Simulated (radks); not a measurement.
The numbers below are computed, except where a source is named.
Pm4+, 57 electrons, occupied as [Kr] 4d10 4f5 5s2 5p4 (not the ground configuration).

Code: a radial shooting solver on a logarithmic mesh with Libxc functionals. Model: Dirac Kohn-Sham, LDA (Slater exchange, VWN5 correlation), spin-unpolarised, spherical densities, finite nucleus; open shells are shared between the two j in proportion to 2j + 1; Fermi nuclear charge, rms radius 4.962 fm.

Energy parts (eV):
part                      energy
total                 -272530.52
kinetic                294588.73
electron-nucleus      -664657.11
Hartree                103560.02
exchange-correlation    -6022.16

Orbitals (lengths in bohr, moments of r in powers of bohr):
| orbital | occ. | eigenvalue (eV) | <r^4> | small-component weight |
|---|---|---|---|---|
| 1s1/2 | 2 | -44972.50 | 1.421e-06 | 5.12e-02 |
| 2s1/2 | 2 | -7344.517 | 0.0002294 | 1.12e-02 |
| 2p1/2 | 2 | -6960.873 | 0.0001429 | 1.13e-02 |
| 2p3/2 | 4 | -6401.279 | 0.0001826 | 1.05e-02 |
| 3s1/2 | 2 | -1632.693 | 0.009128 | 3.50e-03 |
| 3p1/2 | 2 | -1467.710 | 0.008378 | 3.44e-03 |
| 3p3/2 | 4 | -1355.220 | 0.01008 | 3.23e-03 |
| 3d3/2 | 4 | -1067.214 | 0.007476 | 3.12e-03 |
| 3d5/2 | 6 | -1042.803 | 0.007918 | 3.06e-03 |
| 4s1/2 | 2 | -356.7374 | 0.2307 | 1.10e-03 |
| 4p1/2 | 2 | -293.9754 | 0.2667 | 1.03e-03 |
| 4p3/2 | 4 | -269.3083 | 0.3207 | 9.54e-04 |
| 4d3/2 | 4 | -165.8499 | 0.4788 | 7.97e-04 |
| 4d5/2 | 6 | -161.4686 | 0.5081 | 7.78e-04 |
| 5s1/2 | 2 | -81.4324 | 6.955 | 2.48e-04 |
| 5p1/2 | 1.33333 | -63.6935 | 10.54 | 2.05e-04 |
| 5p3/2 | 2.66667 | -59.8899 | 12.60 | 1.89e-04 |
| 4f5/2 | 2.14286 | -42.7769 | 3.161 | 4.33e-04 |
| 4f7/2 | 2.85714 | -42.2680 | 3.295 | 4.26e-04 |

The highest occupied level is 4f7/2 at -42.268 eV. The density falls to 0.001 e/bohr^3 at r = 3.21 bohr. The electron density at the nucleus is 4.907e+05 e/bohr^3. Summed over all electrons, <r^2> = 31.94 bohr^2, which gives a Langevin (diamagnetic) susceptibility term of -25.3 x 10^-6 cm^3/mol.
